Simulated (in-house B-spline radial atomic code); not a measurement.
Configurations of the bromine ion Br²⁺, with energies counted from [Ar] 3d10 4s2 4p3. Level of theory: scalar-relativistic (X2C) B3LYP, spin-polarised, spherical fractional occupations, Fermi nucleus of rms radius 4.1629 fm; calculated with a B-spline radial code for spherical atoms. Caution: exact exchange at fractional occupations of open shells leaves self-interaction of up to several eV. Shells without spins written out take the highest spin.

Occupations are held fixed; configurations that lie above the ionisation limit could autoionise.

```
                                                       configuration  E - E(ref) (eV)  highest orbital  its <r> (bohr)
                         [Ar] 3d10 4s(1 up, 0 down) 4p(1 up, 3 down)           17.025            4p up           1.855
                                               [Ar] 3d10 4s1 4p3 5p1           32.524            5p up           4.385
                                                [Ar] 3d9 4s2 4p3 4d1           88.952            4d up           2.575
                                                [Ar] 3d9 4s2 4p3 4f1           99.078            4f up           5.423
                                                [Ar] 3d9 4s2 4p3 5f1           101.59            5f up           9.324
                                       [Ne] 3s2 3p5 3d10 4s2 4p3 4d1           197.64            4d up           2.577
[Ne] 3s2 3p(2 up, 3 down) 3d10 4s2 4p(1 up, 2 down) 4f(1 up, 0 down)           211.83            4f up           5.505
```

Problem. Order these further configurations by energy, lowest first.
A. [Ar] 3d10 4s2 4p2 4d1
B. [Ar] 3d10 4s2 4p(1 up, 1 down) 5s(0 up, 1 down)
C. [Ne] 3s2 3p5 3d10 4s2 4p3 5d1
D. [Ar] 3d10 4s2 4p2 5s1
E. [Ar] 3d10 4s1 4p3 4d1

Solution. D (18.787 eV), A (19.112 eV), B (20.752 eV), E (28.531 eV), C (206.63 eV).

Problem. How far above the reference does [Ar] 3d9 4s2 4p4 lie?

Solution. 72.732 eV; its least bound orbital is 4p down with <r> = 1.802 bohr.

Problem. How far above the reference does [Ne] 3s2 3p(3 up, 2 down) 3d10 4s2 4p(2 up, 1 down) 5f(1 up, 0 down) lie?

Solution. 214.31 eV; its least bound orbital is 5f up with <r> = 9.365 bohr.
